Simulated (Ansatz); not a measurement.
Complex (SMILES): Cl (HCl) with Cl (HCl), atoms 1 to 2 the first; geometry from B3LYP-D3(BJ)/def2-TZVP, monomers rigid:
```xyz
4

Cl     0.8867    -0.0511     0.1397
H     -0.2309     0.0366     0.7652
Cl    -0.6491    -3.0596    -1.4835
H      0.0587    -2.0731    -1.0529
```

Interaction energy at HF with Ansatz (a first-principles code), kcal/mol, without and with the counterpoise correction (monomers among the partner's ghost functions). Cartesian d functions, on some or all atoms, in 6-31G**, 6-31+G*; all else is spherical. No added dispersion term, no relativity. Reference, counterpoise-corrected: the value in aug-cc-pV(5+d)Z, -0.13.

| basis | functions | uncorrected | counterpoise | counterpoise correction | mean of both |
|---|---|---|---|---|---|
| def2-SV(P) | 40 | -1.72 | -0.55 | 1.17 | -1.14 |
| 6-31G** | 48 | -0.57 | -0.23 | 0.34 | -0.40 |
| 6-31+G* | 50 | -0.35 | -0.07 | 0.28 | -0.21 |
| cc-pV(D+d)Z | 56 | -0.65 | -0.26 | 0.39 | -0.46 |
| aug-cc-pV(D+d)Z | 82 | -0.32 | -0.13 | 0.19 | -0.23 |
| jun-cc-pV(T+d)Z | 124 | -0.15 | -0.11 | 0.04 | -0.13 |
| def2-QZVP | 200 | -0.15 | -0.13 | 0.03 | -0.14 |
| pcseg-4 | 332 | -0.13 | -0.12 | 0.01 | -0.12 |

The corrected value lies nearer the reference in 6 of 8 rows.
